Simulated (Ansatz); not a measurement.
Reaction R1 → P1 + P2, each structure at its B3LYP-D3(BJ)/def2-TZVP stationary point, reached from a drawn start (curvature not checked).
P1, H2 (SMILES [H][H]) (charge 0, multiplicity 1):
| atom | x (Å) | y (Å) | z (Å) |
|---|---|---|---|
| H | 0.0000 | 0.0000 | 0.3720 |
| H | 0.0000 | 0.0000 | -0.3720 |
P2: O atom, charge 0, multiplicity 3.
R1: H2O (SMILES O), charge 0, multiplicity 1.

P less R. No zero-point or thermal terms; singlets are restricted closed shells; open shells are unrestricted; no spin–orbit coupling.

Frozen-core correlation throughout.

The values were computed with Ansatz (an electronic-structure program). All values are computed, each at the level named.

PBE/def2-TZVPP gives 128.23 kcal/mol for the reaction energy.

Question: Predict the shift from PBE, with its sign, for: r2SCAN/def2-TZVPP, PBE0/def2-TZVPP, wB97M-V/def2-TZVPP, B2PLYP/def2-TZVPP, MP2/cc-pVQZ, CCSD(T)/cc-pVQZ.

Answer: r2SCAN/def2-TZVPP -6.95; PBE0/def2-TZVPP -6.70; wB97M-V/def2-TZVPP -5.94; B2PLYP/def2-TZVPP -8.12; MP2/cc-pVQZ 1.10; CCSD(T)/cc-pVQZ -7.53 kcal/mol. 1 of 6 lie above PBE; the widest gap is to B2PLYP/def2-TZVPP.
